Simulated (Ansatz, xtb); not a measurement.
## Al2ClH2OSi: 3 structures ranked

3 gas-phase structures of Al2ClH2OSi, found in a search over its isomers (lower ones may exist). Each was relaxed with GFN2-xTB:

A. a doublet given by its coordinates
B. `Cl[Si]1[AlH][O][AlH]1`, a doublet
C. `[Cl][Al]1[O][AlH][SiH]1`, a doublet

A (Å):

```xyz
7

Al    2.1544    0.0525    0.3205
Al    4.0726   -2.7157    0.0449
Cl    2.7526    1.4042    1.7341
O     3.1234   -1.3486    0.1812
Si    0.3076    0.1050   -1.1710
H    -0.3346   -1.2005   -1.4592
H    -0.8636    0.9363   -0.8004
```

Close contacts (Å): Al1–Cl3 2.05, Al1–O4 1.71, Al1–Si5 2.37, Al2–O4 1.67, Si5–H6 1.48, Si5–H7 1.48.

Problem. Which do you expect lowest at r2SCAN-D4/def2-SVP, and how would the others follow?

Solution. Calculated order at r2SCAN-D4/def2-SVP: A (0.0), C (10.6), B (28.3) kcal/mol.

Energies above the lowest of each column, in kcal/mol; the last columns are at PBE0-D3(BJ)/def2-SVP geometries and were run for some of them only (a dash: not run or not comparable):

| structure | GFN2-xTB | HF/STO-3G | r2SCAN-D4/def2-SVP | PBE0-D3(BJ)/def2-SVP | CCSD(T)/def2-SVP + ΔMP2/def2-TZVPP |
| --- | --- | --- | --- | --- | --- |
| A | 13.1 | 0.0 | 0.0 | 0.0 | 0.0 |
| C | 0.0 | 17.7 | 10.6 | 3.6 | 7.6 |
| B | 15.4 | 30.2 | 28.3 | – | – |

CCSD(T)/def2-SVP + ΔMP2/def2-TZVPP puts A lowest of those it was run on; GFN2-xTB picks C. Some further structures that were screened fall inside this span and aren't listed. Frequencies (PBE0-D3(BJ)/def2-SVP) were run for A, C alone. Open shells are spin-unrestricted. ΔMP2 is the change of the MP2 energy from the smaller to the larger basis.

Programs: Ansatz 0.2.0, xtb 6.7.1.
